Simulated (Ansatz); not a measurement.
One change: `C[SiH2][GeH2][OH]` becomes `C[SiH2][GeH2][PH2]`.

Ansatz, PBE0-D4/def2-TZVP geometries, multiplicity 1. Each molecule was computed in one conformer, which needn't be the lowest.

Scalar relativity is left out up to krypton.

```csv
property,`C[SiH2][GeH2][OH]`
HOMO–LUMO gap (ωB97M-V/def2-TZVPP) / eV,11.07
HOMO–LUMO gap (PBE0/def2-TZVPP) / eV,7.26
HOMO–LUMO gap (PBE/def2-TZVPP) / eV,5.13
HOMO energy (B3LYP/def2-TZVPP) / eV,-7.30
LUMO energy (ωB97M-V/def2-TZVPP) / eV,1.47
size of the dipole moment (PBE/def2-TZVPP) / D,1.37
```

Task: Give the same properties after the change, and the shifts. (Best estimate.)

Result: The calculation gave: 
```csv
property,`C[SiH2][GeH2][PH2]`,shift
HOMO–LUMO gap (ωB97M-V/def2-TZVPP) / eV,11.00,-0.07
HOMO–LUMO gap (PBE0/def2-TZVPP) / eV,7.28,0.02
HOMO–LUMO gap (PBE/def2-TZVPP) / eV,5.40,0.27
HOMO energy (B3LYP/def2-TZVPP) / eV,-7.17,0.13
LUMO energy (ωB97M-V/def2-TZVPP) / eV,1.55,0.08
size of the dipole moment (PBE/def2-TZVPP) / D,1.27,-0.10
```

Dipoles are sizes alone; their direction can turn.

B3LYP here is the variant with VWN-RPA as its local correlation; programs differ in this.
